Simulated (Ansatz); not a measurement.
Species: C₂H₆N, SMILES `C[N]C` (charge 0, multiplicity 2), formula C₂H₆N.

Problem. How many basis functions does Ansatz (a first-principles code) with frozen-core CCSD(T)/def2-TZVPP // CAM-B3LYP-D3(BJ)/def2-TZVP use, how many core orbitals are frozen, and how many electrons are correlated?

Solution. 177 basis functions and 3 frozen orbitals, which leaves 19 correlated electrons. Core time is of the order of minutes.
